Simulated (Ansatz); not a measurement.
`CO[SiH2]O[SiH](O)F` at its PBE0-D4/def2-TZVP geometry, where that method's forces vanish. Total charge 0; spin multiplicity 1.

```xyz
14

C    -0.6123    2.3240    1.2430
O    -0.3922    1.3303    0.2696
Si    1.0055    0.5119    0.0632
O     0.6532   -0.8391   -0.7779
Si   -0.5046   -1.9416   -1.0441
O     0.0913   -3.1974   -1.8780
F    -1.0357   -2.4230    0.3780
H    -0.2090    2.0306    2.2189
H    -1.6885    2.4715    1.3440
H    -0.1577    3.2751    0.9471
H     1.9831    1.2881   -0.7363
H     1.5795    0.1641    1.3895
H    -1.6367   -1.4061   -1.8060
H     0.9241   -3.5885   -1.6110
```

Problem. What forces (eV/Å) does r2SCAN-D4/def2-TZVPP give on these atoms in Ansatz? (Best estimate.)

Solution. Computed: 
```
C1  -0.064  0.242  0.234
O2  -0.006 -0.215 -0.213
Si3  0.076 -0.002  0.011
O4   0.040  0.025 -0.020
Si5 -0.048  0.023 -0.036
O6  -0.016 -0.035 -0.044
F7  -0.027 -0.010  0.056
H8  -0.003  0.001 -0.007
H9   0.017  0.000 -0.003
H10 -0.001 -0.006  0.000
H11 -0.012 -0.010  0.019
H12 -0.007  0.009 -0.018
H13  0.032 -0.017  0.015
H14  0.019 -0.006  0.005
```
